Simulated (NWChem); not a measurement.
Correlation energy of H$_{2}$Sb

```xyz
3

Sb     0.0000     0.0000    -0.0461
H     -1.2234     0.0000     1.1743
H      1.2234     0.0000     1.1743
```
Charge 0, spin multiplicity 2.

The numbers come from NWChem runs, not from measurements. The geometry was optimised at UB3LYP/def2-SVP with def2 effective core potentials on Sb, a minimum by its harmonic frequencies.

Basis set: def2-SVP. Each correlation energy counts from its own Hartree-Fock reference.

Effective core potentials replace the inner electrons of Sb; spin-orbit coupling is left out. The correlated methods keep 4 core orbitals frozen. The structure started from a generated list of species. The unpaired electrons of the parent sit in orbitals of symmetry b2 (C2v labels of the run); other states weren't searched. No SCF solution was tested for a lower state. Open-shell Hartree-Fock references start from PBE0 orbitals. No row is a measurement; the coupled-cluster row has its own basis-set and correlation limits.

| method | correlation energy (mHa) |
|---|---|
| UMP2 | -108.4 |
| SCS-UMP2 | ___ |
| CCSD on UHF | ___ |
| CCSD[T] on UHF | -134.7 |
| CCSD(T) on UHF | -134.6 |
| CCSD on ROHF | ___ |
| CCSD[T] on ROHF | -138.5 |
| CCSD(T) on ROHF | -138.4 |

Question: Fill in the missing entries.

Answer: 
- SCS-UMP2, correlation energy (mHa): -110.6
- CCSD on UHF, correlation energy (mHa): -131.5
- CCSD on ROHF, correlation energy (mHa): -135.2
